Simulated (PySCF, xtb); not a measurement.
CAuO, SMILES [C-](#[O+])->[Au+], charge +1, multiplicity 1.

Harmonic wavenumbers (cm⁻¹) from GFN2-xTB in xtb 6.7.1 at its own minimum, in rising order: 296, 296, 394, 2317.

Q: What does B3LYP-D3(BJ)/def2-TZVP in PySCF give at its own minimum? (Estimate from the structure and the level; the computed values follow.)

A: 309, 309, 383, 2306. Paired by order, the mean absolute difference is 12 cm⁻¹ and the zero-point energies are 4.7 and 4.7 kcal/mol.
